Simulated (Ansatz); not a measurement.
Ideal-gas functions of Cl3HSiTe, SMILES `Cl[Si](Cl)(Cl)[TeH]` at 298.15 K and 1 bar, from an Ansatz frequency run at PBE0-D4/def2-TZVP.

Molar mass 263.05 g/mol, point group Cs (symmetry number 1), electronic degeneracy 1, moments of inertia 388.105, 807.767, 815.801 u Å². Harmonic wavenumbers (cm⁻¹, unscaled): 94, 103, 157, 158, 185, 189, 324, 525, 545, 594, 619, 2154.

Use S(trans) = R[1.5 ln M + 2.5 ln T − 1.1517]; rotational temperatures θ = 24.2544 K / I; S(rot) = R[ln(√π/σ · √(T³/θAθBθC)) + 1.5]; for each mode x = 1.438777 ν̃/T, S = R[x/(eˣ − 1) − ln(1 − e⁻ˣ)] and H = RT x/(eˣ − 1); 1 cm⁻¹ = 0.0119627 kJ/mol; R = 8.31446 J/(mol·K).

**Question.** By hand: the entropy, in J/(mol·K).

**Answer.** Translation 178.4. Rotation: θ = 0.0625, 0.03, 0.0297 K, giving 129.0. Vibration, mode by mode: 14.96, 14.21, 10.82, 10.77, 9.53, 9.36, 5.40, 2.50, 2.32, 1.93, 1.75, 0.00, in all 83.5. Electronic 0.0. Sum 390.9 J/(mol·K).

**Question.** By hand: H − E and G − E in kJ/mol, counted from the electronic energy.

**Answer.** Zero-point energy ½ × 5647 × 0.0119627 = 33.8; thermal vibration 13.1; translation, rotation and pV give 4 RT = 9.9. H − E = 56.8 kJ/mol, and G − E = 56.8 − 298.15 × 390.9/1000 = -59.7 kJ/mol.

Vibration gives 21 % of the entropy, 29.2 J/(mol·K) of it from the modes under 150 cm⁻¹: soft modes count most, and the harmonic formula is weakest for them.
